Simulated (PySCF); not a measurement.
**Ionisation energy of Zr²⁺ by level of theory**

Zr²⁺ [Kr] 4d2 (3F) → Zr³⁺ [Kr] 4d1 (2D), as a difference of total energies. Calculation: PySCF 2.14, in aug-cc-pwCVDZ-PP with ECP28MDF (6s6p5d3f, 70 functions); scalar relativity through the core potential. Correlated levels: valence and next inner shell: nothing frozen outside the core potential. The calculations carry no spin-orbit coupling.

| method | ionisation energy (eV) | difference from reference (eV) |
| --- | --- | --- |
| UHF | 22.390 | -0.780 |
| MP2 (valence and next inner shell) | 22.747 | -0.423 |
| SCS-MP2 (valence and next inner shell) | 22.681 | -0.489 |
| CCSD (valence and next inner shell) | 22.774 | -0.396 |
| CCSD(T) (valence and next inner shell) | 22.783 | -0.387 |

Reference: 23.170 eV (semi-empirical (NIST evaluation); NIST Atomic Spectra Database, ionization energies).

The reference lies between the lowest fine-structure levels, while these numbers refer to the centres of the terms.

Errors of the correlated levels include the incompleteness of this basis.
